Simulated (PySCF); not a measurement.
Geometry:
```json
{"atom": "F1", "x (Å)": "-2.338", "y (Å)": "1.156", "z (Å)": "-0.573"}
{"atom": "B2", "x (Å)": "-1.704", "y (Å)": "0.000", "z (Å)": "-0.491"}
{"atom": "Si3", "x (Å)": "-0.046", "y (Å)": "-0.187", "z (Å)": "0.682"}
{"atom": "B4", "x (Å)": "1.555", "y (Å)": "0.290", "z (Å)": "-0.477"}
{"atom": "F5", "x (Å)": "2.154", "y (Å)": "1.463", "z (Å)": "-0.430"}
{"atom": "F6", "x (Å)": "2.019", "y (Å)": "-0.573", "z (Å)": "-1.362"}
{"atom": "H7", "x (Å)": "-2.131", "y (Å)": "-0.910", "z (Å)": "-1.171"}
{"atom": "H8", "x (Å)": "0.096", "y (Å)": "-1.616", "z (Å)": "1.106"}
{"atom": "H9", "x (Å)": "-0.089", "y (Å)": "0.700", "z (Å)": "1.885"}
```

Geometry: PBE0-D3(BJ)/def2-SVP; GIAO shifts from PySCF 2.14.0 with density-fitted response routines, gas phase, non-relativistic, averaged over equivalent atoms.

At BLYP/pcSseg-2 (265 basis functions, 32 s wall time on 1 thread of an Arm Neoverse V1, shared host):
```
atoms  δ (ppm)
   F1     64.6
F5/F6    -31.2
   B2     79.0
   B4     32.0
  Si3   -128.4
   H7     7.09
H8/H9     3.38
```

References, each an isolated molecule treated in the same way: 19F (143.13 ppm) vs CFCl3; BF3·OEt2 for 11B (91.12 ppm); TMS for 29Si (309.66 ppm), 1H (31.38 ppm).

**Question.** Estimate the result of repeating the calculation with PBE0/pcSseg-2.

**Answer.** 
```json
{"atoms": "F1", "δ at PBE0/pcSseg-2": "69.8", "change": "+5.2"}
{"atoms": "F5/F6", "δ at PBE0/pcSseg-2": "-17.5", "change": "+13.7"}
{"atoms": "B2", "δ at PBE0/pcSseg-2": "78.4", "change": "-0.6"}
{"atoms": "B4", "δ at PBE0/pcSseg-2": "32.5", "change": "+0.5"}
{"atoms": "Si3", "δ at PBE0/pcSseg-2": "-123.2", "change": "+5.2"}
{"atoms": "H7", "δ at PBE0/pcSseg-2": "6.97", "change": "-0.12"}
{"atoms": "H8/H9", "δ at PBE0/pcSseg-2": "3.41", "change": "+0.03"}
```

Scale: CFCl3 for 19F (σref 175.81); 11B (σref 99.07) against BF3·OEt2; 29Si (σref 341.29), 1H (σref 31.25) vs TMS (reference shieldings calculated alike).

The largest change is at F5/F6 (fluorine bonded to B). Cost: 265 basis functions, 37 s wall time on 1 thread of an Arm Neoverse V1, shared host.

Unscaled 19F shifts against computed CFCl3 carry errors that often reach 10 to 50 ppm.
